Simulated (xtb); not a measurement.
xtb input (GFN1-xTB):

```bash
xtb mol.xyz --gfn 1 --sp --chrg 0 --uhf 0
```
mol.xyz:
```
4

In     0.00000000     0.00000000     0.00000000
H     -0.23650713     1.71418231    -0.02512236
H     -1.36627960    -1.06155549     0.03698309
H      1.60278673    -0.65262682    -0.01186073
```

End of the output:

```
         :::::::::::::::::::::::::::::::::::::::::::::::::::::
         ::                     SUMMARY                     ::
         :::::::::::::::::::::::::::::::::::::::::::::::::::::
         :: total energy              -3.126369183083 Eh    ::
         :: gradient norm              0.007676378620 Eh/a0 ::
         :: HOMO-LUMO gap              7.264301569313 eV    ::
         ::.................................................::
         :: SCC energy                -3.138668996554 Eh    ::
         :: -> electrostatic           0.004114059904 Eh    ::
         :: repulsion energy           0.012749840755 Eh    ::
         :: dispersion energy         -0.000450027285 Eh    ::
         :: halogen bond corr.         0.000000000000 Eh    ::
         :: add. restraining           0.000000000000 Eh    ::
         :: total charge               0.000000000000 e     ::
         :::::::::::::::::::::::::::::::::::::::::::::::::::::

           -------------------------------------------------
          |                Property Printout                |
           -------------------------------------------------

    * Orbital Energies and Occupations

         #    Occupation            Energy/Eh            Energy/eV
      -------------------------------------------------------------
         1        2.0000           -0.6570383             -17.8789
         2        2.0000           -0.4295729             -11.6893
         3        2.0000           -0.4295729             -11.6893 (HOMO)
         4                         -0.1626147              -4.4250 (LUMO)
         5                         -0.1322135              -3.5977
         6                         -0.1322135              -3.5977
         7                         -0.1320075              -3.5921
         8                         -0.1320075              -3.5921
         9                         -0.1259549              -3.4274
        10                         -0.0808510              -2.2001
        11                         -0.0436520              -1.1878
        12                         -0.0436520              -1.1878
        13                          0.1215636               3.3079
        14                          0.6152869              16.7428
        15                          0.6152869              16.7428
      -------------------------------------------------------------
                  HL-Gap            0.2669582 Eh            7.2643 eV
             Fermi-level           -0.2960938 Eh           -8.0571 eV

  Mulliken/CM5 charges         n(s)   n(p)   n(d)
     1In    0.31878  0.19073   1.541  1.114  0.026
     2H    -0.10626 -0.06358   1.106  0.000  0.000
     3H    -0.10626 -0.06358   1.106  0.000  0.000
     4H    -0.10626 -0.06358   1.106  0.000  0.000

Wiberg/Mayer (AO) data.
largest (>0.10) Wiberg bond orders for each atom

 ---------------------------------------------------------------------------
     #   Z sym  total        # sym  WBO       # sym  WBO       # sym  WBO
Note: The following floating-point exceptions are signalling: IEEE_DENORMAL
normal termination of xtb
 ---------------------------------------------------------------------------
     1  49 In   2.339 --     3 H    0.780     2 H    0.780     4 H    0.780
     2   1 H    0.995 --     1 In   0.780     4 H    0.108     3 H    0.108
     3   1 H    0.995 --     1 In   0.780     4 H    0.108     2 H    0.108
     4   1 H    0.995 --     1 In   0.780     2 H    0.108     3 H    0.108
 ---------------------------------------------------------------------------

Topologies differ in total number of bonds
Writing topology from bond orders to xtbtopo.mol

 dipole moment from electron density (au)
     X       Y       Z
   0.0000   0.0000  -0.0000  total (Debye):    0.000

           -------------------------------------------------
          | TOTAL ENERGY               -3.126369183083 Eh   |
          | GRADIENT NORM               0.007676378620 Eh/α |
          | HOMO-LUMO GAP               7.264301569313 eV   |
           -------------------------------------------------

------------------------------------------------------------------------
------------------------------------------------------------------------
 total:
 SCF:
```
